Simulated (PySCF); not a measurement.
Start geometry of `C1=C(C2CC2)[CH2][GeH2][CH2]1` from GFN2-xTB (Å):
```
atom  x, y, z in Å
C1    -0.7020   -0.9728   -0.3873
C2    -0.0378   -0.0483    0.2900
C3     1.3261   -0.2314    0.7995
C4     2.3069   -1.2863    0.2918
C5     2.5183    0.1379   -0.0687
C6    -0.6584    1.3043    0.5851
Ge7   -2.3971    1.2181   -0.3273
C8    -2.0920   -0.6502   -0.8941
H9    -0.3211   -1.9217   -0.5855
H10    1.4391    0.0281    1.8684
H11    2.9284   -1.7701    1.0086
H12    1.9337   -1.9452   -0.4797
H13    2.2884    0.4642   -1.0821
H14    3.3398    0.6599    0.4023
H15   -0.0085    2.0875    0.2280
H16   -0.7506    1.4487    1.6741
H17   -2.5570    2.2063   -1.4662
H18   -3.6003    1.4388    0.5819
H19   -2.8231   -1.3611   -0.4439
H20   -2.1840   -0.7913   -1.9650
```

**Question.** What comes out of this run: PBE0-D3(BJ)/def2-SVP geometry optimisation, gas phase (PySCF 2.14.0)?

**Answer.** 
```
atom  x, y, z in Å
C1    -0.7810   -0.9380   -0.3285
C2    -0.0421   -0.0131    0.3122
C3     1.3039   -0.2716    0.8889
C4     2.1878   -1.3881    0.4274
C5     2.5386    0.0266    0.0751
C6    -0.5876    1.3884    0.4632
Ge7   -2.3115    1.3132   -0.4822
C8    -2.1226   -0.6004   -0.9144
H9    -0.4052   -1.9628   -0.4228
H10    1.3819   -0.0061    1.9509
H11    2.7940   -1.9023    1.1773
H12    1.8294   -2.0362   -0.3760
H13    2.3840    0.3396   -0.9616
H14    3.3905    0.4999    0.5706
H15    0.1049    2.1316    0.0343
H16   -0.7062    1.6541    1.5274
H17   -2.3653    2.2188   -1.7280
H18   -3.5244    1.6301    0.4140
H19   -2.9279   -1.2094   -0.4703
H20   -2.1567   -0.7881   -2.0007
```

The energy falls by 18.0 kJ/mol over 10 energy and gradient evaluations, the largest force component goes from 0.0408 to 2.5e-04 Eh/bohr, and the atoms move by 0.061 Å rms after alignment. The bond that changes most is C1–H9 (alkene CH carbon to vinylic hydrogen), which lengthens by 0.054 Å. Bonds longer at the end by more than 0.005 Å: 11 of 21; shorter: 7. Among the angles that change most is C2–C1–H9, from 123.4° to 119.7°. Rotational constants go from 3918, 724.3, 649.4 to 3881, 725.8, 648.7 MHz. The orientation of the end geometry is arbitrary; only internal coordinates are fixed.

The run used 190 basis functions and 64 SCF cycles in all.

Whether it is a minimum is left open (no frequencies). One conformer, not necessarily the lowest.
